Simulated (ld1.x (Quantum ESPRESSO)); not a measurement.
# Transferability test, TM potential for Ni

ld1.x (Quantum ESPRESSO) 7.5 input, shortened:

```
&input
   title='Ni', zed=28., rel=1, dft='PBE', iswitch=3,
   config='[Ar] 3d8 4s2 4p0'
 /
 &inputp
   pseudotype=2, tm=.true., lloc=0,
   nlcc=.true.
 /
3
3P  2  1   6.00   0.00  1.25  1.25  0.0
3D  3  2   8.00   0.00  0.90  0.90  0.0
3S  1  0   2.00   0.00  0.90  0.90  0.0
 &test
   configts(1)='3s2 3p6 3d8 4s2 4p0'
 /
```

Occupied shells without a wave of their own: 4s. They enter only through the test configuration that unscreens the potential, and ld1.x also counts them in the model core charge.

Energies are relative to the spin-unpolarised reference configuration 3s2 3p6 3d8 4s2 4p0; without spin polarisation the order of configurations can differ from experiment.

ld1.x takes every shell without a wave as core, so the model core holds the 4s electrons as well and exchange and correlation see them twice. This cancels in the reference configuration, but the file is broken for other ones, and its errors say nothing about a proper core correction.

```csv
valence configuration,charge,ΔE all-electron (eV),error AE − PS (meV)
3s2 3p6 3d8 4s1 4p0,+1,9.322,-368
3s2 3p6 3d8 4s0 4p0,+2,26.673,-1183
3s2 3p6 3d7 4s0 4p0,+3,64.140,-1763
3s2 3p6 3d8 4s1 4p1,0,4.596,-190
3s2 3p6 3d8 4s0 4p1,+1,15.007,-569
3s2 3p6 3d8.5 4s1.5 4p0,0,-1.183,-78
3s2 3p6 3d8 4s1.5 4p0,+0.5,3.717,-133
```

Levels in the configuration 3s2 3p6 3d7 4s0 4p0:

| level | all-electron (eV) | pseudo (eV) |
| --- | --- | --- |
| 3s | -150.583 | -151.161 |
| 3p | -110.707 | -111.278 |
| 3d | -47.063 | -47.639 |
